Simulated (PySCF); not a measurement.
Species: C6H8O2 (charge +1 and doublet state).
Geometry (GFN2-xTB, Å), atoms numbered from 1 in this order:
```
atom  x, y, z in Å
C1    -1.787    0.948    0.279
C2    -1.823   -0.345   -0.490
C3    -0.685   -1.310   -0.197
C4     0.510   -0.719    0.303
C5     1.556   -0.186    0.619
C6     2.750    0.359    1.228
O7     2.788    0.274    2.432
O8     3.627    0.868    0.420
H9    -0.922    1.553   -0.004
H10   -1.683    0.770    1.353
H11   -2.688    1.529    0.101
H12   -2.780   -0.862   -0.336
H13   -1.832   -0.114   -1.567
H14   -0.457   -1.936   -1.070
H15   -1.001   -2.029    0.579
H16    4.421    1.208    0.872
```

The hyperfine couplings belong to this conformer and change with its torsions.

As a line formula: `CCC/[C+]=[C]/C(=O)O` [radical] (charge +1).

Method used: UKS B3LYP, pcH-1 on C H O, non-relativistic, mean-field spin-orbit, GIAO in PySCF 2.14.0. Isolated species at its GFN2-xTB geometry (one conformer only). Couplings are sensitive to structure, and on GFN2-xTB geometries they can be far from those on DFT ones, by a factor of two or more for some ions and for spin on atoms past the first row. No stability test was run, so a lower SCF solution isn't excluded.

Principal values of hyperfine tensors in MHz (contact and dipolar terms together), for some of the nuclei:

| atom | isotope | A1 | A2 | A3 |
| --- | --- | --- | --- | --- |
| H15 | 1H | 170.21 | 173.09 | 184.91 |
| H14 | 1H | 82.02 | 84.45 | 94.85 |
| H13 | 1H | 70.32 | 71.48 | 77.91 |
| H10 | 1H | 31.64 | 34.83 | 35.66 |
| C6 | 13C | -33.09 | -26.00 | -20.33 |
| O7 | 17O | -140.75 | 27.66 | 37.26 |
| O8 | 17O | 5.71 | 18.72 | 22.16 |
| H9 | 1H | 11.63 | 14.61 | 16.41 |

(1) Give the isotropic coupling of each nucleus in MHz and in mT (g = 2.0070), and the anisotropic part.

(2) What spin density at the nucleus of C6 lies behind its contact coupling (g_N = 1.40482)?

(3) H12 (1H, g_N = 5.58569) isn't in the table. Its spin density at the nucleus is 0.004975 bohr⁻³. What is its contact coupling?

(4) Which nucleus of the table has the largest anisotropic coupling, and what is its form?

(5) What first-order splitting does H13 cause when the field lies along A1, A2 or A3 of its tensor (g taken as isotropic, no quadrupole term)?

## Answers

(1) a_iso is a third of the trace, T = A − a_iso, and a(mT) = a(MHz)/(g × 13.996).

```tsv
atom	a_iso (MHz)	a_iso (mT)	T1	T2	T3
H15	176.07	6.268	-5.86	-2.98	8.84
H14	87.11	3.101	-5.09	-2.65	7.74
H13	73.24	2.607	-2.92	-1.75	4.67
H10	34.05	1.212	-2.40	0.79	1.62
C6	-26.47	-0.942	-6.61	0.47	6.14
O7	-25.28	-0.900	-115.47	52.93	62.54
O8	15.53	0.553	-9.82	3.19	6.63
H9	14.22	0.506	-2.58	0.39	2.19
```

(2) a_FC = (2μ0/3) gₑ μB g_N μN ρ(0)/(2S·h) = 800.24 MHz × g_N × ρ(0)/(2S), with ρ in bohr⁻³. With a_FC = -26.47 MHz and 2S = 1, ρ(0) = -0.02355 bohr⁻³.

(3) By the same relation, a_FC = 22.2 MHz. Its full tensor has the principal values 19.74, 20.32, 26.65 MHz.

(4) O7: -115.5, 52.9, 62.5 MHz, rhombic: the two smaller values differ by 8 % of the largest.

(5) 2 lines (I = 1/2), spaced by |A_i|/(g × 13.996): 2.50, 2.54, 2.77 mT along the axes of A1, A2 and A3.

On Intel Xeon at 2.70 GHz, one thread, no GPU, shared host with 64 logical CPUs at a one-minute load of 57, this took 1.7 min of wall time (with the writing of density and orbital grids) and 1.1 GiB of memory at its peak.

The SMILES draws the unpaired electron on C5; the largest computed Mulliken spin population is on O7 (0.37 against 0.27).
